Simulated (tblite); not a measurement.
Species: C₈H₁₃P.
Geometry (GFN2-xTB, Å), atoms numbered from 1 in this order:
```xyz
22
C8H13P angstrom
C      4.2952    0.0483   -0.3677
C      3.1440   -0.2234   -0.5541
C      1.7497   -0.5361   -0.7426
P      0.6701    0.7081    0.1542
C      1.0868    0.2008    1.8840
C     -0.9236   -0.2389   -0.0250
C     -2.1621    0.4152    0.6153
C     -2.9160    0.2617   -0.7129
C     -1.6021   -0.1287   -1.4036
H      5.3082    0.2778   -0.2225
H      1.5011   -0.4891   -1.8074
H      1.5373   -1.5439   -0.3689
H      2.1168    0.4891    2.0879
H      0.9767   -0.8745    2.0237
H      0.4323    0.7272    2.5763
H     -0.7881   -1.2763    0.2971
H     -2.5876   -0.1083    1.4695
H     -1.9924    1.4561    0.8887
H     -3.6430   -0.5484   -0.6966
H     -3.4002    1.1605   -1.0888
H     -1.1881    0.6780   -2.0084
H     -1.6255   -1.0400   -1.9991
```

All values are computed: GFN2-xTB (tblite) harmonic vibrations without scaling, gas phase. Errors from tens to a few hundred cm⁻¹ against measured bands are possible. One conformer, not necessarily the lowest.

Harmonic wavenumbers (cm⁻¹): 42.1, 51.4, 67.4, 94.1, 137.7, 169.8, 209.1, 253.2, 294.6, 301.2, 315.9, 392.4, 598.3, 622.9, 638.0, 706.2, 744.1, 762.1, 785.5, 811.6, 832.7, 872.8, 902.2, 986.3, 999.3, 1005.4, 1038.5, 1045.4, 1068.7, 1102.0, 1105.5, 1177.1, 1185.6, 1188.3, 1214.4, 1227.1, 1250.9, 1261.9, 1269.4, 1317.7, 1399.7, 1441.6, 1453.3, 1471.3, 1472.2, 1492.9, 2286.2, 2899.5, 2904.9, 2935.0, 2979.7, 2982.6, 2987.7, 2998.9, 3003.0, 3011.2, 3012.2, 3014.5, 3014.9, 3398.2.

A = 3339, B = 728.3, C = 637.7 MHz; mass 140.075 u (most abundant isotopes); point group C1, symmetry number 1.

Question: Zero-point energy?

Answer: ½Σν̃ = 40104 cm⁻¹ = 479.75 kJ/mol.

Question: Give the ideal-gas entropy at 350 K and 1 bar in the rigid-rotor, harmonic-oscillator model (classical rotation).

Answer: Translation 173.83, rotation 126.34, vibration 175.71: S = 475.9 J/(mol K).

Question: And Cp and H(350 K) − H(0)?

Answer: Cp = 204.63 J/(mol K), of which vibrations give 171.38 (their classical limit is 60 R = 498.9); H(350 K) − H(0) = 42.45 kJ/mol without the zero-point energy, 30.81 from vibrations.

Question: Which modes carry the vibrational entropy at 350 K?

Answer: 42.1 cm⁻¹: 22.91; 51.4 cm⁻¹: 21.25; 67.4 cm⁻¹: 19.01; 94.1 cm⁻¹: 16.26; 137.7 cm⁻¹: 13.16; 169.8 cm⁻¹: 11.47 J/(mol K); the other 54 give 71.64 together.

Question: What must be added to the electronic energy to get the Gibbs energy at 350 K and 1 bar?

Answer: ZPE + [H(350 K) − H(0)] − T·S = 479.75 + 42.45 − 166.56 = 355.64 kJ/mol.

Question: Blend soft modes into free rotors: weight 1/[1 + (100 cm⁻¹/ν̃)⁴] for the oscillator and the rest for a rotor with moment μB/(μ + B), μ = h/(8π²ν), B = 10⁻⁴⁴ kg m². What vibrational entropy results?

Answer: 157.39 J/(mol K) in place of 175.71, which changes −T·S at 350 K by +6.41 kJ/mol.

Question: How do the functions run with temperature in this model?

Answer: 
| T (K) | S (J/(mol K)) | Cp (J/(mol K)) | H − H(0) (kJ/mol) | G − H(0) (kJ/mol) | ln q(vib) |
| --- | --- | --- | --- | --- | --- |
| 100 | 308.7 | 90.0 | 6.21 | -24.66 | 2.57 |
| 200 | 384.0 | 131.8 | 17.30 | -59.49 | 5.91 |
| 300 | 446.3 | 179.9 | 32.83 | -101.05 | 9.03 |
| 500 | 560.3 | 269.8 | 78.24 | -201.90 | 15.04 |
| 800 | 707.7 | 356.5 | 173.35 | -392.81 | 23.65 |
| 1000 | 791.5 | 394.5 | 248.64 | -542.91 | 29.00 |

q(vib) and H(0) count from the zero-point level.

Hindered rotation and anharmonicity are outside this model. Other conformers, if any are populated, would add a mixing term that is left out. The structure is chiral; the term R ln 2 for an equal mix with its mirror image is left out.
